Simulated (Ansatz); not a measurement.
Reactions of C3H10FHfNO, SMILES `C[N](C)[Hf]([CH3])([OH])[F]`.

Calculated with Ansatz (gas phase, PBE0-D4/def2-TZVP geometries, no zero-point term in ΔE). CBS: MP2 limit from def2 TZ/QZ plus the TZ coupled-cluster correction, frozen cores. This one scheme is used for every species. Elements past krypton have def2 core potentials. For Br, Hf outer-core shells are correlated without core-valence functions, which leaves a few kJ/mol of doubt a bond. Scalar relativity is left out up to krypton. One conformer a species, not always the lowest.

Task: Order these by ΔE at CCSD(T)/CBS, lowest first. (Estimate.)
A. `C[N](C)[Hf]([CH3])([OH])[F]` + `CC(C)(C)C` → `C[N](C)[Hf]([OH])([F])[CH2]C(C)(C)C` + CH₄
B. `C[N](C)[Hf]([CH3])([OH])[F]` + `OCC(F)(F)F` → `C[N](C)[Hf]([OH])([F])[O]CC(F)(F)F` + CH₄
C. `C[N](C)[Hf]([CH3])([OH])[F]` + HBr → `[CH3][Hf]([OH])([F])[Br]` + `CNC`

Result: B (-180.5 kJ/mol), C (-98.6 kJ/mol), A (+0.7 kJ/mol).

Largest T1 diagnostic: 0.015, for `C[N](C)[Hf]([CH3])([OH])[F]`.
